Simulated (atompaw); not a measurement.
# What one change does to a pseudopotential (Mn, PAW (atompaw))

```json
{
  "Element": "manganese",
  "Generator": "atompaw 4.2.0.5",
  "Type": "PAW",
  "Functional": "LDA (PW92)",
  "Relativity": "scalar-relativistic",
  "Frozen core": "[Ar]",
  "Valence charge": "7",
  "Reference configuration": "3d5 4s1 4p0 (charge +1)",
  "Partial waves": "4s (bound): rc 2.65 bohr; 4s channel at 0.3 Ry: rc 2.65 bohr; 4p (bound, empty): rc 3.00 bohr; 4p channel at 0.95 Ry: rc 3.00 bohr; 3d (bound): rc 1.10 bohr; 3d channel at 3.55 Ry: rc 1.10 bohr",
  "Local potential": "troulliermartins scheme with l = 3 at 0.5 Ry, radius 2.15 bohr",
  "Core correction": "smooth core density matched at 2.95 bohr",
  "Augmentation charge": "besselshape compensation charge, radius 2.20 bohr; PAW radius 3.00 bohr; waves and projectors: custom rrkj vanderbiltortho"
}
```

All-electron outer shells of the reference configuration (LDA (PW92), scalar-relativistic, ld1.x):

```tsv
shell	level (eV)	outermost node (bohr)	outermost maximum (bohr)
3p	-62.80	0.31	0.75
3d	-15.22	–	0.75
4s	-12.16	1.05	2.35
4p	-7.39	1.15	2.91
```

Change: local potential troulliermartins scheme with l = 3 at 0.5 Ry, radius 2.82 bohr.

Cutoffs: the cutoffs (Ry, on a coarse ladder) from which the occupation-weighted sum of valence levels, in a spherical-Bessel basis at the reference potential, stays within 10 and 1 mRy of its value at 400 Ry; they do not see the model core or the augmentation charge, which bear on the density cutoff.

Problem. What does the change do?

Solution. The potential gets neither clearly harder nor softer (90 Ry and 140 Ry → 90 Ry and 140 Ry); the range in which the s phases agree widens (upper end 0.9 → 2.2); neither file shows a bound ghost.

```tsv
quantity	base	changed
cutoff, loose	90 Ry	90 Ry
cutoff, tight	140 Ry	140 Ry
loose cutoff by channel (10 mRy a level)	s 6 Ry, d 70 Ry	s 6 Ry, d 80 Ry
bound ghosts	none	none
s: phases at 3.00 bohr within 0.05 rad from the reference energy up to (Ry; the scan ends near 5)	0.9	2.2
p: phases at 3.00 bohr within 0.05 rad from the reference energy up to (Ry; the scan ends near 5)	2.6	2.8
d: phases at 3.00 bohr within 0.05 rad from the reference energy up to (Ry; the scan ends near 5)	4.6	4.6
lowest overlap eigenvalue by channel	s 0.34, p 0.51, d 1.00	s 0.40, p 0.60, d 1.00
```

 The cutoffs see the waves, projectors and local potential, not the compensation charge or the core.
